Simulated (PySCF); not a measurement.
Identify the unknown among the candidates.

All candidates are C8H11N.

| technique | computed result |
| --- | --- |
| 13C NMR | chemical shifts (computed TMS as zero) by class: 158.5 (1 C), 140.9 (2 C), 120.8 (1 C), 115.0 (2 C), 34.8 (1 C), 16.6 (1 C) ppm [GIAO HF/pcSseg-1] |
| Rotational structure | rotational constants A, B, C: 4.828, 0.889, 0.759 GHz [PBE0-D3(BJ)/def2-SVP] |
| Valence photoelectron | vertical ionisation energy: 7.44 eV [ΔSCF CAM-B3LYP/def2-SVPD] |
| UV, strongest line | among the 10 lowest singlet transitions: S6 at 6.74 eV (184 nm, f = 0.484) [TDDFT CAM-B3LYP/def2-SVPD] |
| 1H NMR | chemical shifts (computed TMS as zero) by class: 7.49 (2 H), 6.74 (1 H), 6.55 (2 H), 2.66 (2 H), 2.45 (1 H), 1.38 (3 H) ppm [GIAO HF/pcSseg-1] |
| UV, first state | lowest singlet excitation: 4.77 eV (260 nm, f = 0.045) [TDDFT CAM-B3LYP/def2-SVPD] |
| Dipole | 1.98 D [CAM-B3LYP/def2-SVPD] |
| Triplet | lowest triplet excitation (Tamm–Dancoff): 3.81 eV [TDA CAM-B3LYP/def2-SVPD] |
| Polarisability | 105.4 au [CAM-B3LYP/def2-SVPD] |
| NMR, other nuclei | isotropic shieldings of nuclei other than C and H, by class: 196 (1 N) ppm [GIAO HF/pcSseg-1] |

Electronic properties: PySCF, gas phase, density fitting. Levels stand in brackets. Geometry: PBE0-D3(BJ)/def2-SVP, one conformer, isolated molecule. Each NMR value is the plain mean over a class of atoms that symmetry, rotation or inversion makes alike.

**Question.** Which candidate is it?
A. `CCNc1ccccc1`
B. `CN(C)[C@@]12C=C[C@H]3[C@@H]1[C@H]32`
C. `Cc1cccc(C)c1N`
D. `N#C[C@@H]1C[C@@H]2CC[C@H]1C2`

**Answer.** A. It is `CCNc1ccccc1`. Numbering: `[CH3:1][CH2:2][NH:3][c:4]1[cH:5][cH:6][cH:7][cH:8][cH:9]1`. Its formula, C8H11N, gives 4 degrees of unsaturation: 1 ring and 3 π bonds in the structure found (Kekulé form). 8 carbons fall into 6 classes; from least to most shielded: aromatic carbon bearing nitrogen [C4] (158.5 ppm), aromatic CH carbon [C6/C8] (140.9 ppm, 2 C), aromatic CH carbon [C7] (120.8 ppm), aromatic CH carbon [C5/C9] (115.0 ppm, 2 C, up to 4.9 ppm apart in this geometry), chain sp3 carbon bound to nitrogen [C2] (34.8 ppm), methyl carbon [C1] (16.6 ppm). Hydrogen classes from least to most shielded: 2 H on the meta carbons, C6/C8 (7.49 ppm), 1 H on the para carbon, C7 (6.74 ppm), 2 H on the ortho carbons, C5/C9 (6.55 ppm), 2 H on an sp3 carbon bound to nitrogen, C2 (2.66 ppm), 1 H on an aniline-type nitrogen, N3 (2.45 ppm), 3 H on a methyl carbon, C1 (1.38 ppm). The other shieldings belong to: 196 ppm, aniline-type nitrogen [N3]. The first electron is taken from the HOMO, whose largest Löwdin shares are 0.28 on the aniline-type nitrogen, 0.16 on an aromatic CH carbon, 0.11 on the aromatic carbon bearing nitrogen and 0.10 on an aromatic CH carbon. By its constants the optimised geometry is an asymmetric top.

The others, at the same levels:
- `CN(C)[C@@]12C=C[C@H]3[C@@H]1[C@H]32` fails: its computed lowest singlet excitation is 5.68 eV (218 nm, f = 0.067) (against 4.77 eV), static isotropic polarisability is 92.5 au (against 105.4 au) and rotational constant A is 3.365 GHz (against 4.828 GHz).
- `N#C[C@@H]1C[C@@H]2CC[C@H]1C2` fails: it has 8 carbon classes against 6; its computed 13C shifts are 133.1 (1 C), 35.8 (1 C), 35.4 (1 C), 33.5 (1 C), 32.5 (1 C), 27.0 (1 C), 24.5 (1 C), 22.5 (1 C) ppm, 1H shifts are 1.90 (1 H), 1.85 (1 H), 1.80 (1 H), 1.73 (1 H), 1.63 (1 H), 1.35 (1 H), 1.26 (1 H), 1.14 (1 H), 1.13 (1 H), 1.06 (1 H), 0.88 (1 H) ppm and rotational constant A is 3.009 GHz (against 4.828 GHz).
- `Cc1cccc(C)c1N` fails: its computed lowest singlet excitation is 4.99 eV (249 nm, f = 0.049) (against 4.77 eV), static isotropic polarisability is 103.9 au (against 105.4 au) and rotational constant A is 2.268 GHz (against 4.828 GHz).

Each candidate is one conformer, not necessarily the lowest. The conformers computed, where there is a choice (atom-mapped SMILES and torsion angles):
- `[CH3:1][CH2:2][NH:3][c:4]1[cH:5][cH:6][cH:7][cH:8][cH:9]1`: C1–C2–N3–C4 -178°, C2–N3–C4–C5 -12°
- `[CH3:1][c:2]1[cH:3][cH:4][cH:5][c:6]([CH3:7])[c:8]1[NH2:9]`: H–N9–C8–C6 -159°, H–N9–C8–C6 -23°

The conformers of `CN(C)[C@@]12C=C[C@H]3[C@@H]1[C@H]32` and `N#C[C@@H]1C[C@@H]2CC[C@H]1C2` aren't listed.
